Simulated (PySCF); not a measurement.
Spin states and ions at one geometry of [BiF4]+

PySCF 2.14.0, RKS TPSS, Bi def2-SVP with ECP60, F def2-SVP; non-relativistic Hamiltonian with scalar-relativistic core potentials where named; density fitting; no spin-orbit coupling; singlets restricted, open shells unrestricted. The geometry is relaxed for charge +1, singlet, vacuum:

```xyz
5

Bi    0.0000    0.0000    0.0000
F     1.1535    1.1535    1.1535
F    -1.1535   -1.1535    1.1535
F     1.1535   -1.1535   -1.1535
F    -1.1535    1.1535   -1.1535
```

Energies count from the relaxed state; an electron taken off or put on is at rest in vacuum. Charges and spins are Mulliken's.

| state | energy (eV) | spin squared | charge on Bi1 (e) | spin on Bi1 (e) | dipole about the centre of mass (D) |
| --- | --- | --- | --- | --- | --- |
| charge +1, singlet, vacuum | 0.00 | 0.00 | 1.82 | 0.00 | 0.00 |
| charge +1, triplet, vacuum | 2.14 | 2.01 | 1.66 | 0.20 | 0.00 |
| charge 0, doublet, vacuum | -10.88 | 0.75 | 1.46 | 0.24 | 0.00 |

Q: What does the state charge +2, doublet, vacuum give?

A: energy (eV) 20.28, spin squared 0.75, charge on Bi1 (e) 2.01, spin on Bi1 (e) -0.06, dipole about the centre of mass (D) 0.00.

With an electron taken off (doublet) the charges change, summed by element, by Bi +0.19 e, F +0.81 e. The vertical ionisation energy is 20.28 eV, against −ε(HOMO) = 16.83 eV of the relaxed state. The level lies 3.5 eV too high, as is usual for semilocal functionals and global hybrids, which keep a self-interaction error.

With an electron put on (doublet) the charges change, summed by element, by Bi -0.36 e, F -0.64 e. The vertical electron affinity is 10.88 eV, against −ε(LUMO) = 14.39 eV of the relaxed state.

Open shells may have lower solutions than those found. Hard to converge, so the more doubtful: charge +1, triplet, vacuum; charge +2, doublet, vacuum.

No frequency check is given that shows the relaxed geometry to be a minimum.
